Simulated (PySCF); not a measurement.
C₆H₈OSi (charge -1 and doublet state).
Structure used (GFN2-xTB), in Å, numbered top down from 1:
```
atom  x, y, z in Å
C1    -1.1605    2.2544    0.6023
C2    -0.7257    1.1984    0.1530
C3    -0.2890   -0.0854   -0.0632
C4     1.0439   -0.5001   -0.1919
C5     2.1598    0.3296   -0.0706
C6     3.4643   -0.0623   -0.1874
O7    -1.2575   -1.0962   -0.2325
Si8   -2.8425   -1.1156   -0.1757
H9    -1.5035    3.2468    0.4728
H10    1.1982   -1.5542   -0.3938
H11    1.9574    1.3778    0.1336
H12    4.2812    0.6340   -0.0803
H13    3.7281   -1.0894   -0.3885
H14   -3.4340   -0.7208    1.1170
H15   -3.5138   -0.2757   -1.1888
H16   -3.1138   -2.5323   -0.4403
```

The hyperfine couplings belong to this conformer and change with its torsions.

Identity: `[H]/[C-]=[C]/C(=C\C=C)O[SiH3]` [radical] (charge -1).

Computed with PySCF 2.14.0, UKS B3LYP, pcH-1 on C H O Si, non-relativistic, mean-field spin-orbit, GIAO. Whether the extra electron is bound in the gas phase wasn't checked; a finite basis holds it in any case. The geometry wasn't refined by DFT: couplings that depend on bond lengths, twists or pyramidal angles can differ widely from those at the functional's own minimum, by a factor of two or more for some ions and for spin on atoms past the first row. Stability of the SCF solution: not tested.

Q: Give the principal g shifts and their parts.

A: 
| Δg (ppm) | 1 | 2 | 3 |
| --- | --- | --- | --- |
| relativistic mass correction | -149 | -149 | -149 |
| gauge correction | 30 | 2 | 15 |
| orbital Zeeman/spin–orbit | -300 | 6 | 910 |
| total | -419 | -141 | 775 |

So g = 2.00190, 2.00218, 2.00309 and g_iso = 2.00239; the tensor is rhombic: the two nearest values differ by 23 % of g3 − g1. Axes: g1 points within 15° of the C1–H9 bond and g3 points within 10° of the C4–C5 bond.

Q: Average each term over the three axes. Which is largest in size?

A: The orbital-Zeeman/spin–orbit term 205, the mass correction -149 and the gauge correction 16 ppm, for a total of 72 ppm. The orbital-Zeeman/spin–orbit term is the largest in size. The mass correction is the same along every axis, so the anisotropy comes from the other two: their spans along these axes are 28 (gauge) and 1210 ppm (orbital Zeeman/spin–orbit).

Q: What effective moment and Curie constant follow for a powder?

A: With the mean of g² = 4.0096 and S(S+1) = 0.75: μ_eff = √(⟨g²⟩S(S+1)) = 1.734 μB and χT = 0.12505·⟨g²⟩·S(S+1) = 0.376 cm³ K/mol (cgs; spin-Hamiltonian part alone).

Q: At 9.419 GHz, how far is the centre of the isotropic spectrum from where a free electron (g = 2.002319) resonates?

A: B = hν/(g μB) with μB/h = 13.99624 MHz/mT gives 336.09 mT for the free electron and 336.08 mT at g_iso, 0.01 mT lower.

Q: In a frozen sample, at which fields do the three g values resonate at 9.5, 34, 94 and 263 GHz (hyperfine left aside), and which band first spreads them over more than twice a line width of 0.5 mT?

A: 
| band | GHz | B(g3) mT | B(g2) mT | B(g1) mT | spread mT |
| --- | --- | --- | --- | --- | --- |
| X | 9.5 | 338.85 | 339.01 | 339.05 | 0.20 |
| Q | 34.0 | 1212.74 | 1213.29 | 1213.46 | 0.72 |
| W | 94.0 | 3352.86 | 3354.39 | 3354.86 | 2.00 |
| J | 263.0 | 9380.86 | 9385.16 | 9386.46 | 5.60 |

The spread grows in proportion to the frequency. W band is the first where it exceeds 1.0 mT.

Largest spin populations (Mulliken): C6 (+0.38), C1 (+0.30), C4 (+0.25) and C3 (+0.17). Four atoms exceed +0.15. The positive populations add up to 1.13 and the negative ones to -0.13, together 2S = 1.

The HOMO–LUMO gaps are 2.47 eV among the α and 3.85 eV among the β orbitals.

Time: 2.6 min (with the writing of density and orbital grids); peak memory 1.1 GiB. Hardware: one thread, Arm Neoverse N1 (aarch64) (shared host).

The SMILES draws the unpaired electron on C2; the largest computed Mulliken spin population is on C6 (0.38 against -0.01).
